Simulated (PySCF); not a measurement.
## Si⁻ (silicon, charge -1) across methods

[Ne] 3s2 3p3, high-spin 4S determinant. Computed with PySCF 2.14 in dyall-acv3z (19s12p6d4f, 113 functions), with the spin-free X2C one-electron Hamiltonian (Gaussian nucleus).

```
method  E (hartree)  mean ε 3s α (eV)  mean ε 3s β (eV)  mean ε 3p α (eV)  Σ⟨r²⟩ (bohr²)   ⟨S²⟩
   PBE    -289.9006            -5.103            -3.222             1.107          59.50  3.750
   LDA    -288.8813            -5.191            -3.474             1.049          59.99  3.751
  PBE0    -289.9222            -6.638            -4.035             0.368          56.69  3.750
r2SCAN    -290.0166            -5.592            -3.107             0.945          56.65  3.750
 TPSSh    -290.0545            -5.874            -3.295             0.835          56.24  3.751
 M06-L    -290.0224            -5.379            -2.836             1.270          52.68  3.758
   UHF   -289.49414           -10.947            -5.615            -1.680          54.91  3.751
```

(1) Estimate the same row for BLYP.

The highest occupied level is positive at PBE, LDA, PBE0, r2SCAN, TPSSh, M06-L, BLYP: only the finite basis holds that electron, which in a density functional comes from self-interaction.

## Answers

(1) E (hartree) = -290.0481; mean ε 3s α (eV) = -4.968; mean ε 3s β (eV) = -3.426; mean ε 3p α (eV) = 1.315; Σ⟨r²⟩ (bohr²) = 61.75; ⟨S²⟩ = 3.751.
